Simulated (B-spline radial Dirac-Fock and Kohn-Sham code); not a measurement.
I⁷⁺: eigenvalues, ΔSCF and the reference

System: the I⁷⁺ ion in the configuration [Kr] 4d10.

The density-functional columns are spherical, spin-unpolarised Dirac-Kohn-Sham results without Breit or QED terms: −ε is minus the orbital energy of the initial state and ΔSCF the difference of two total energies. The reference in the last column comes from Dirac-Fock (average of configuration) total-energy differences with a finite nucleus, the Breit interaction including its frequency dependence, and self-energy and vacuum-polarisation corrections. All numbers are from a radial B-spline solver, in eV; a selection of levels is shown. For the 1s level of heavy atoms much of the gap between ΔSCF and the reference is the Breit and QED part, -116.1 eV here; for other levels the error of the functional can be larger.

| level | PBE −ε | PBE ΔSCF | LDA −ε | LDA ΔSCF | Dirac-Fock |
| --- | --- | --- | --- | --- | --- |
| K | 33052.5 | 33419.0 | 33016.0 | 33381.4 | 33275.4 |
| L1 | 5183.5 | 5251.9 | 5179.0 | 5247.7 | 5300.5 |
| L2 | 4869.4 | 4954.1 | 4867.8 | 4952.6 | 4958.9 |
| L3 | 4570.6 | 4649.8 | 4569.4 | 4648.7 | 4664.0 |
| M1 | 1119.8 | 1145.4 | 1118.5 | 1144.3 | 1180.1 |
| M2 | 989.9 | 1016.4 | 989.5 | 1016.1 | 1038.9 |
| M3 | 933.6 | 959.2 | 933.4 | 959.0 | 982.2 |
| M4 | 704.7 | 732.9 | 705.1 | 733.3 | 736.0 |
| M5 | 692.9 | 720.8 | 693.3 | 721.2 | 724.5 |
| N1 | 271.1 | 284.4 | 270.9 | 284.1 | 297.9 |
| N2 | 225.6 | 238.5 | 225.6 | 238.5 | 246.9 |
| N3 | 214.5 | 227.2 | 214.4 | 227.0 | 235.7 |
| N4 | 140.8 | 152.5 | 141.0 | 152.7 | 151.3 |
| N5 | 139.0 | 150.6 | 139.2 | 150.8 | 149.5 |

Question: Order the estimates of the K (1s) level by their distance from the Dirac-Fock value, nearest first.
A. LDA ΔSCF
B. LDA −ε
C. PBE ΔSCF
D. PBE −ε

Answer: A (106.1 eV), C (143.7 eV), D (222.9 eV), B (259.4 eV).

For the outermost level NIST gives 150.81 ± 0.1 eV (measured); the differences from it are PBE −ε -11.77, PBE ΔSCF -0.18, LDA −ε -11.61, LDA ΔSCF -0.02, Dirac-Fock -1.30 eV.

Values without a named source are computed, but for edge energies of neutral atoms, which are taken from tables.
